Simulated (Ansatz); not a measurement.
CH7AlSSi2 (`[SH][Al]1[SiH2]C[SiH2]1`), charge 0, multiplicity 1.

Q: Give a relaxed structure at PBE0-D4/def2-TZVP (the Gaussian-basis code of Ansatz). (An estimate is asked.)

A: Ansatz gave: 
```xyz
12

S    -3.1534    0.8167    1.7438
Al   -1.3381    0.2059    0.6965
Si    0.7221   -1.0616    1.0722
C     1.4491   -0.0543   -0.3769
Si   -0.0678    0.5289   -1.3749
H    -3.6027    1.5484    0.7089
H     1.5726   -1.0474    2.2968
H     0.5662   -2.4873    0.6545
H     1.9352    0.8341    0.0433
H     2.1922   -0.5943   -0.9688
H     0.1459    1.8145   -2.1002
H    -0.4213   -0.5034   -2.3952
```
This is one stationary point; other conformers may exist.
